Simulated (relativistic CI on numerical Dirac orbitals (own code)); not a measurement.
# Spin-allowed bands of a d2 ion in an octahedral site, by hand

Problem. Take Δ = 13250 cm⁻¹ and B = 390 cm⁻¹ for a d2 ion in an octahedral site. Calculate the three spin-allowed bands.

Working.
1. The terms of highest spin are 3F (energy 0) and 3P (15B = 5850 cm⁻¹). Here the F term splits into A2 at +1.2Δ = 15900, T2 at +0.2Δ = 2650 and T1 at −0.6Δ = -7950 cm⁻¹.
2. The two T1 states mix through the element 0.4Δ: H = [[-7950, 5300], [5300, 5850]], with roots ½(H₁₁ + H₂₂) ∓ ½√[(H₂₂ − H₁₁)² + 4H₁₂²] = ½(-2100) ∓ ½(17401) = -9751 and 7651 cm⁻¹.
3. The ground term is 3T1 at -9751 cm⁻¹.
4. Bands: 3T2 12401 cm⁻¹ (806 nm), 3T1(P) 17401 cm⁻¹ (575 nm), 3A2 25651 cm⁻¹ (390 nm).

Check. Exact diagonalisation of the whole d2 shell with these parameters gives 3T2 12401, 3T1 17401, 3A2 25651 cm⁻¹. The match is exact, since without spin-orbit coupling no other term has this spin. The ratio of the second band to the first, 1.403, depends on Δ/B = 34.0 alone, which is how a Tanabe-Sugano diagram is read.
